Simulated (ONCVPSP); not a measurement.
**iron (Fe) ONCV: all-electron and pseudo phase curves**

ONCVPSP 4.0.1 input, shortened (lines: element, Z, core and valence counts, functional; n l f; lmax; l rc ep ncon nbas qcut; lloc lpopt rc5 dvloc0; l nproj debl; icmod fcfact rcfact), LDA (Perdew-Zunger), scalar-relativistic:

```
  Fe 26.00    5    2        3      upf
    1    0    2.00
    2    0    2.00
    2    1    6.00
    3    0    2.00
    3    1    6.00
    3    2    6.00
    4    0    2.00
    2
    0    2.50    0.00    5    9    2.30
    1    2.65    0.43    4    9    2.80
    2    0.90    0.00    5   10   11.80
    4    5    0.75    4.00
    0    1    3.40
    1    1    1.70
    2    2    2.90
    3    4.50    1.55
```

In the p channel the program set the typed energies aside and used 0.050 Ha.

The phase is arctan(r·R′/R) of the radial function R(r), unwrapped; energies in Ha, scanned from -2 to 5 Ha. A pole is an energy at which the radial function vanishes at the test radius. The pseudo phase is shifted by a multiple of π to meet the all-electron one at the reference energy, and phase errors are pseudo minus all-electron; the curves can meet again beyond the range given. Levels narrower than the energy grid can be missing from the lists of poles. n/a: not evaluated, since a narrow level or a reset projector energy made the automatic matching unsafe.

```tsv
channel	radius (bohr)	reference energy (Ha)	poles, all-electron	poles, pseudo	unbroken range about the reference energy with phases within 0.05 rad	phase error 1 Ha above the reference energy (rad)
s	2.54	-0.20	0.81	0.69, 2.39	below 0.8	-0.043
p	2.70	0.05	1.06, 4.81	1.02, 4.08	n/a	n/a
d	0.91	-0.28	3.57	3.57	the whole range	+0.000
```

Note: ghosts flagged at negative energy: s at -192.2 eV, p at -37.1 eV; no localised positive-energy state flagged. A true bound ghost makes a file unfit for plane-wave use.

Phases in the d channel:

```tsv
E (Ha)	all-electron	pseudo
-1.98	-0.028	-0.028
-1.62	-0.257	-0.257
-1.26	-0.481	-0.481
-0.90	-0.682	-0.682
-0.54	-0.851	-0.851
-0.18	-0.989	-0.989
0.18	-1.100	-1.100
0.54	-1.190	-1.190
0.90	-1.263	-1.263
1.26	-1.325	-1.325
1.62	-1.377	-1.377
1.98	-1.422	-1.422
2.34	-1.462	-1.462
2.70	-1.497	-1.497
3.06	-1.529	-1.529
3.42	-1.559	-1.559
3.78	-1.587	-1.587
4.14	-1.613	-1.613
4.50	-1.639	-1.639
4.86	-1.664	-1.664
```
